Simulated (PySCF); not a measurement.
Delta-SCF ions had no search for a lower state. Excitations are Tamm–Dancoff values on a coarser integration grid. The basis has no diffuse functions, so Rydberg states are missing or too high.

Cartesian coordinates (Å):
SMILES: [H]/B=C/C=B/[H]
```xyz
8

B     -1.4573     1.0705     0.2233
C     -0.8049    -0.1355     0.1268
C      0.5539    -0.6072    -0.0826
B      1.7988    -0.0599    -0.2832
H     -2.1046     2.0402     0.3202
H     -1.5653    -0.9159     0.2483
H      0.6827    -1.6959    -0.0934
H      2.8967     0.3037    -0.4592
```
Charge 0, spin multiplicity 1.

Task: Estimate the brightest of the four lowest singlets (TDA), HOMO–LUMO gap, HOMO, S1 excitation (TDA), dipole moment, vertical ionisation energy (Delta-SCF), T1 excitation (TDA) and LUMO that TPSSh-D3(BJ)/def2-TZVP // CAM-B3LYP-D3(BJ)/def2-TZVP (PySCF) returns for this input.

Result: 
```json
{
 "brightest of the four lowest singlets (TDA)": "4.84 eV",
 "HOMO–LUMO gap": "3.02 eV",
 "HOMO": "-4.82 eV",
 "S1 excitation (TDA)": "2.31 eV",
 "dipole_moment": "0.31 D",
 "vertical ionisation energy (Delta-SCF)": "7.33 eV",
 "T1 excitation (TDA)": "2.00 eV",
 "LUMO": "-1.81 eV"
}
```
